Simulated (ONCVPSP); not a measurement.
**What the settings do to the ONCV potential of cobalt (Co)**

Base potential:

cobalt, optimised norm-conserving Vanderbilt (ONCV), made with ONCVPSP 4.0.1 (PBE, scalar-relativistic). Core [Ne] 3s2, reference 3p6 3d7 4s2. Waves: 4s: rc 2.10 bohr, ncon 5, nbas 9, qcut 2.7 1/bohr, 2 projectors, debl 0.4 Ha; 3p: rc 1.05 bohr, ncon 4, nbas 7, qcut 10.2 1/bohr, 2 projectors, debl 1.8 Ha; 3d: rc 1.30 bohr, ncon 4, nbas 8, qcut 11.2 1/bohr, 1 projector. Local part: polynomial inside 0.90 bohr (lpopt 5, dvloc0 4 Ha). Core correction: Teter function, fcfact 5.5, rcfact 1.05.

In the p channel the program set the typed energies aside and used -2.412, 0.250 Ha.

All-electron outer shells of the reference configuration (PBE, scalar-relativistic, ld1.x):

```
shell  level (eV)  outermost node (bohr)  outermost maximum (bohr)
   3s     -102.40                   0.31                      0.66
   3p      -65.64                   0.28                      0.68
   3d       -8.20                      –                      0.66
   4s       -5.47                   0.96                      2.32
```

Cutoffs, loose and tight: the cutoffs (Ha) at which the residual kinetic energy of the hardest occupied pseudo-wave falls to 1 and 0.1 mHa per electron. They do not see the model core or the augmentation charge, which bear on the density cutoff. Test errors are all-electron minus pseudo excitation energies from the reference, over the configurations 3p6 3d7 4s1; 3p6 3d7 4s0; 3p6 3d6 4s0; 3p6 3d8 4s1. A dash means not determined; rows that change the core or the reference have their own tests. The largest error is taken over the tests solved by every variant that gives reliable tests at all: 3p6 3d6 4s0; 3p6 3d7 4s0; 3p6 3d7 4s1.

1 further variants are left out, since the program set their typed debl aside.

A true bound ghost makes a file unfit for plane-wave use even where its test errors are small: the radial tests pick states by their node count and pass the ghost by.

| change | outcome | cutoff, loose | cutoff, tight | bound ghosts | GHOST(+) flags above zero | largest test error (meV) |
| --- | --- | --- | --- | --- | --- | --- |
| base | generated, projector energies reset by the program | 53 Ha | 59 Ha | s | s | +92 |
| local potential polynomial inside 0.90 bohr (lpopt 5, dvloc0 1 Ha) | generated, projector energies reset by the program | 53 Ha | 59 Ha | s | none | +93 |
| local potential polynomial inside 0.95 bohr (lpopt 5, dvloc0 6 Ha) | generated, projector energies reset by the program | 53 Ha | 59 Ha | s | none | +91 |
| p: ncon 3, nbas 6 | generated, projector energies reset by the program | 53 Ha | 59 Ha | s | s | +92 |
| core correction Teter function, fcfact 5.9, rcfact 1.05 | generated, projector energies reset by the program | 53 Ha | 59 Ha | s | s | +92 |

Task: What comes out with this change to the base: d: rc 0.96?

Result: outcome: generated, projector energies reset by the program; cutoff, loose: 214 Ha; cutoff, tight: 264 Ha; bound ghosts: s; GHOST(+) flags above zero: s; largest test error (meV): +97.

Task: What comes out with this change to the base: d: qcut 9.4?

Result: outcome: generated, projector energies reset by the program; cutoff, loose: 52 Ha; cutoff, tight: 135 Ha; bound ghosts: s; GHOST(+) flags above zero: s; largest test error (meV): +89.
